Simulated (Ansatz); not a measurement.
Calculated with Ansatz (gas phase, PBE0-D4/def2-TZVP geometries, no zero-point term in ΔE). CCSD(T)/CBS adds triple-zeta CCSD(T) − MP2 to the extrapolated MP2 energy (def2 sets, frozen cores). This one scheme is used for every species. DFT in def2-TZVPP. B3LYP here is the variant with VWN-RPA as its local correlation; programs differ in this. One conformer a species, not always the lowest.

Consider the redistribution: `N[Si](F)(F)Cl` + `O[SiH](O)O[SiH](O)Cl` → `O[SiH](Cl)O[Si](F)(F)Cl` + `N[SiH](O)O`.

| level | ΔE (eV) |
| --- | --- |
| B3LYP-D4 | 0.19 |
| B3LYP | 0.20 |
| MP2/def2-QZVPP | 0.18 |
| MP2/CBS(def2) | 0.18 |

(1) What does CCSD(T)/CBS give? (Best estimate.)

Largest T1 diagnostic among the species: 0.011.

## Answers

(1) The calculation gave: +0.18 eV. The listed levels differ from it by 0.01, 0.02, 0.00, 0.00 eV.
